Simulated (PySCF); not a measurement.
Compound: C₆H₅F₃O.
SMILES with atom numbers: `[CH3:1][c:2]1[cH:3][o:4][cH:5][c:6]1[C:7]([F:8])([F:9])[F:10]`

Definitions: NICS(0) = −σiso at the ring centroid; NICS(1) = −σiso and NICS(1)zz = −σzz at ±1 Å along the ring normal z. Level: GIAO PBE0/pcSseg-1 (PySCF, non-relativistic, gas phase) on the GFN2-xTB geometry, one conformer.

Ring bond lengths (Å), with Mayer bond orders in brackets: C2–C3 1.363 (1.64), C3–O4 1.346 (1.05), O4–C5 1.330 (1.11), C5–C6 1.367 (1.58), C6–C2 1.429 (1.22).

Problem. Give the NICS values of each ring in ppm.

Solution. 
```json
{"ring": "C2–C3–O4–C5–C6", "type": "5-membered ring with O; formal bonds all aromatic", "NICS(0)": "-12.1", "NICS(1), two faces": "-10.2 / -10.2", "NICS(1)zz, two faces": "-25.0 / -25.0", "rms pucker (Å)": "0.00", "centre to ring atoms, mean (Å)": "1.16"}
```

Problem. What can be read from them?

Solution. 
- C2–C3–O4–C5–C6: mean NICS(1)zz -25.0 ppm, shielded. The ring is flat and has no four-coordinate atom; by the NICS criterion it is aromatic.

Problem. And the bond-length index? HOMA = 1 − mean of α(R − Ropt)² over the ring bonds, with Krygowski's 1993 parameters (CC: Ropt 1.388 Å, α 257.7 Å⁻²; CO: Ropt 1.265 Å, α 157.38 Å⁻²).

Solution. 
- C2–C3–O4–C5–C6: HOMA 0.52; the largest term is that of C3–O4, α(R − Ropt)² = 1.04.

The values belong to the conformer `[CH3:1][c:2]1[cH:3][o:4][cH:5][c:6]1[C:7]([F:8])([F:9])[F:10]`: C5–C6–C7–F8 0°.
